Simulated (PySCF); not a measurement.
Molecule: C$_{3}$H$_{4}$N (charge 0, doublet). It need not be the lowest isomer of its formula. SMILES: [C-]#[N+]C[CH2]
Structure (B3LYP-D3(BJ)/def2-TZVP (Ansatz) minimum search):
```xyz
8

C     -1.5958     0.1356    -0.0750
C     -0.3195    -0.4769    -0.5251
N      0.8153     0.0496     0.1537
C      1.7356     0.4869     0.7180
H     -1.6177     0.8171     0.7603
H     -2.5138    -0.1446    -0.5697
H     -0.3272    -1.5646    -0.3723
H     -0.1705    -0.3286    -1.6017
```
Charge 0, spin multiplicity 2.

Dispersion corrections to the total energy (kcal/mol) from the dftd3 and dftd4 libraries through PySCF: D3(BJ) without and D4 with the three-body term, each with the damping fitted for the functional named.

```csv
functional,D3(BJ),D4
LC-wPBE,-2.85,-3.11
HF,-26.65,?
B2PLYP,-2.41,-1.97
B2GP-PLYP,-1.72,-1.16
B3LYP,-5.41,?
BHLYP,-4.09,-3.08
PBE0,?,-2.35
```

Problem. What belongs in the gaps?

Solution. 
- HF, D4: -11.18
- B3LYP, D4: -4.52
- PBE0, D3(BJ): -2.69
